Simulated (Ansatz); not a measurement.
Consider the hydrogenolysis of the Si–Cl bond: `Cl[Si](Br)(Br)Br` + H₂ → `Br[SiH](Br)Br` + HCl.

Calculated with Ansatz (gas phase, PBE0-D4/def2-TZVP geometries, no zero-point term in ΔE). CBS: MP2 limit from def2 TZ/QZ plus the TZ coupled-cluster correction, frozen cores. This one scheme is used for every species. Functionals use def2-TZVPP. For Br outer-core shells are correlated without core-valence functions, which leaves a few kJ/mol of doubt a bond. Scalar relativity is left out up to krypton.

Question: Is it downhill or uphill in electronic energy at CCSD(T)/CBS, and by how much? (Best estimate.)

Answer: The calculation gave: Uphill: ΔE = +68.4 kJ/mol.

Question: What do these levels give: PBE0-D4, ωB97X-V, ωB97M-V, PBE-QIDH, CAM-B3LYP, SCS-MP2/def2-QZVPP? (Best estimate.)

Answer: The calculation gave: PBE0-D4 68.3, ωB97X-V 65.9, ωB97M-V 69.7, PBE-QIDH 66.9, CAM-B3LYP 55.2, SCS-MP2/def2-QZVPP 70.0 kJ/mol.

Largest T1 diagnostic among the species: 0.007.

In def2-TZVPP, CCSD(T) changes the Hartree–Fock value by +18.8 kJ/mol (the triples alone add +5.4 kJ/mol) and MP2 by +32.4 kJ/mol. The D4 term adds +14.1 kJ/mol with B3LYP and +7.4 kJ/mol with PBE0; it sums over pairs of atoms, weighted by their polarisabilities, and B3LYP, whose exchange is more repulsive, gets the larger term. At CCSD(T), def2-SVP lies −15.7 kJ/mol from the extrapolated value and def2-TZVPP −6.5 kJ/mol.

B3LYP here is the variant with VWN-RPA as its local correlation; programs differ in this.
